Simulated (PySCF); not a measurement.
The numbers are results of r2SCAN-D4/def2-TZVP in PySCF, not measurements. Isolated molecules, 0 K electronic values unless said otherwise. One relaxed conformer stands for a flexible species; it need not be the lowest. Excitations are Tamm–Dancoff values on a coarser integration grid. The basis has no diffuse functions, so Rydberg states are missing or too high.

Reference species (SMILES): `SB(S)S` (neutral, multiplicity 1).

| Property | Value |
|---|---|
| HOMO | -6.70 eV |
| S1 excitation (TDA) | 5.77 eV |

Changed species: `SB(S)Br` (H–S–B–Br torsion -180°, Br–B–S–H torsion 180°) (2 of 3 Br replaced by SH; the reference has 3 of 3 Br replaced by SH).

Problem. Give the shifts of the HOMO and S1 excitation (TDA).

Solution. the HOMO falls by 0.28 eV, to -6.98 eV; the S1 excitation (TDA) decreases by 0.03 eV, to 5.74 eV.
